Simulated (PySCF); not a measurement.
CBr3, SMILES Br[C](Br)Br, multiplicity 2. Coordinates come from a ωB97X-D3(BJ)/def2-SVP optimisation.

The numbers are results of ωB97X-D3(BJ)/def2-SVP run with PySCF, not measurements.

Harmonic wavenumbers (cm⁻¹): 165, 165, 185, 317, 860, 860. Rotational constants (GHz): 1.245, 1.245, 0.6235; symmetry number 3.

### Question
Work out the zero-point energy and the ideal-gas rigid-rotor harmonic-oscillator thermochemistry at 298.15 K and 1 atm.

### Answer
ZPE = ½ Σ hcν = ½ × 2552 cm⁻¹ = 15.26 kJ/mol. H − E(el) = 31.33 kJ/mol. Entropy in J/(mol K): translation 177.69, rotation 117.17, vibration 37.29, spin 5.76, total 337.91. G − E(el) = -69.41 kJ/mol. Cp = 68.35 J/(mol K).
